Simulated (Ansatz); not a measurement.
Molecule: sum formula Si₂H₂F₃, charge -1, multiplicity 1. It need not be the lowest isomer of its formula. Whether it binds its extra electron was not tested at this geometry. 
Geometry from a B3LYP-D3(BJ)/def2-TZVP (Ansatz, a program for electronic structure) optimisation:
```
Si
F 1 1.6393
F 1 1.6402 2 101.74
H 1 1.5102 2 102.27 3 103.21
Si 1 2.3920 4 124.16 3 128.91
F 5 1.6998 1 97.47 4 -43.10
H 5 1.5478 6 98.47 1 -87.52
```
Charge -1, spin multiplicity 1.

Basis-set convergence of Hartree-Fock and CCSD correlation energies (hartree) with Ansatz. Cores are frozen in the correlated levels unless marked. Spin-orbit coupling is left out. No relativistic terms.

```
basis            functions       E(HF)  E(corr, CCSD)
---------------  ---------  ----------  -------------
aug-cc-pV(D+d)Z        151  -877.58616       -0.85693
aug-cc-pV(T+d)Z        294  -877.69472       -1.05145
aug-cc-pV(Q+d)Z        510  -877.72398       -1.12076
```

Extrapolating the two largest sets (X = 3 and 4) as X^-3: E(corr) = (64·(-1.12076) - 27·(-1.05145))/37 = -1.1713 Eh, an estimate of the basis-set limit. The largest set recovers 95.7 % of it, the smallest 73.2 %.
